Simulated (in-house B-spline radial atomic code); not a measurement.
Ionising the ytterbium ion Yb¹⁰⁺ with different functionals

Computed with an all-electron radial atomic-structure program (B-spline basis): scalar-relativistic (spin-free X2C) Hamiltonian, Fermi nucleus of rms radius 5.3108 fm, spin-polarised at highest spin, spherical fractional occupations for the functionals, and exact exchange of hybrids averaged over the configuration. The ionisation energy is the difference of two self-consistent energies, [Kr] 4d10 4f12 5s2 → [Kr] 4d10 4f11 5s2, without Breit or QED terms; ε is the level of the shell that loses the electron (its least bound occupied spin orbital). There is no spin-orbit coupling in this Hamiltonian.

```tsv
method	rung	ΔSCF (eV)	-ε(4f) (eV)
PBE0	global hybrid	?	?
B3LYP	global hybrid	186.04	175.46
TPSSh	global hybrid	185.84	173.45
M06-2X	global hybrid	185.50	181.15
BHandHLYP	global hybrid	185.09	180.05
r2SCAN0	global hybrid	185.61	176.02
B97-1	global hybrid	185.92	175.52
HSE06	range-separated hybrid	?	?
wB97X	range-separated hybrid	185.82	178.21
CAM-B3LYP	range-separated hybrid	185.96	177.46
LC-wPBE	range-separated hybrid	186.25	177.82
```

**Question.** What does HSE06 give?

**Answer.** ΔSCF 185.78 eV, and -ε(4f) = 175.71 eV.

**Question.** What does PBE0 give?

**Answer.** ΔSCF 185.86 eV, and -ε(4f) = 176.20 eV.

**Question.** Among the functionals, which spreads more, the ΔSCF values or the orbital energies?

**Answer.** The orbital energies: ΔSCF values span about 1.16 eV and the orbital energies 7.70 eV; here energy differences depend much less on the functional than eigenvalues do.

**Question.** How do they compare with the NIST value?

**Answer.** NIST lists 209 eV ± 10 (tabulated theory, ground level to ground level). Errors run from -23.91 to -22.75 eV. The correlated functionals all miss on the same side by more than they spread, so the cause is common to them (spin-orbit coupling, Breit-QED terms, multiplet and fine-structure energies, or a listed next ion that isn't the cheapest removal here) and closeness doesn't rank the functionals.
